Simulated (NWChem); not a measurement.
CdCl2; SMILES [Cl][Cd][Cl]

All runs: NWChem. The geometry was optimised at PBE0/def2-SVP. Not confirmed as a minimum by frequencies. def2 effective core potentials on Cd; no spin-orbit coupling.

Diagonal of the polarisability tensor at B3LYP/def2-SVPD, static: 86.87, 43.91, 43.91 bohr³.

Q: Find the mean polarisability volume, the molar refraction, and the refractive index that an ideal gas of it would have at 273.15 K and 1 atm.

A: 
1. Mean: one third of the trace = 58.23 bohr³ × 0.14818 Å³/bohr³ = 8.63 Å³.
2. Molar refraction (Lorentz-Lorenz): (4π/3) N_A α = 21.8 cm³/mol.
3. Number density p/kT = 2.687 × 10⁻⁵ Å⁻³; n − 1 = 2π N α = 14.57 × 10⁻⁴.
4. These hold the electronic response alone: vibrational and orientational terms add to the static dielectric constant.
